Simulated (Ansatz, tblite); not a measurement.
Cost and result up the ladder for (ClBe-mu-NH2)2 (Be₂N₂Cl₂H₄) (10 atoms). Charge 0, multiplicity 1. Geometry: PBE-D4/def2-SVP.

```xyz
10

Be    0.343    0.830   -0.706
Cl    0.613    2.173   -1.985
N    -0.304    0.859    0.871
Be   -0.458   -0.824    0.645
Cl   -1.470   -2.131    1.528
N     0.487   -0.868   -0.774
H    -1.148    1.418    1.057
H     0.362    1.139    1.609
H     1.446   -1.228   -0.647
H     0.129   -1.368   -1.599
```

Ansatz on 4 threads of Intel Xeon on a shared host; xTB runs through tblite on one thread. Times are rough, summed over both states, and most runs start from the orbitals of an earlier one. PBE0-D4/def2-TZVP serves as the yardstick here, not as an exact answer. The other state is a doublet.

The xTB rows come from tblite.

Raw xTB energies of ions are shifted by several eV.

```tsv
level	functions	vertical IE (eV)	difference from PBE0-D4/def2-TZVP (eV)
PBE-D4/def2-TZVP	198	9.39	-0.60
GFN1-xTB	42	14.19	4.19
PBE0-D4/def2-TZVP (with forces)	198	10.00	0.00
r2SCAN-D4/def2-TZVP	198	9.64	-0.36
GFN2-xTB	38	13.76	3.77
```

Estimate how long each takes.

GFN1-xTB 0.073 s; GFN2-xTB 0.08 s; PBE-D4/def2-TZVP 12 s; r2SCAN-D4/def2-TZVP 22 s; PBE0-D4/def2-TZVP (with forces) 24 s. On shared hardware such times vary by a factor of up to 3.
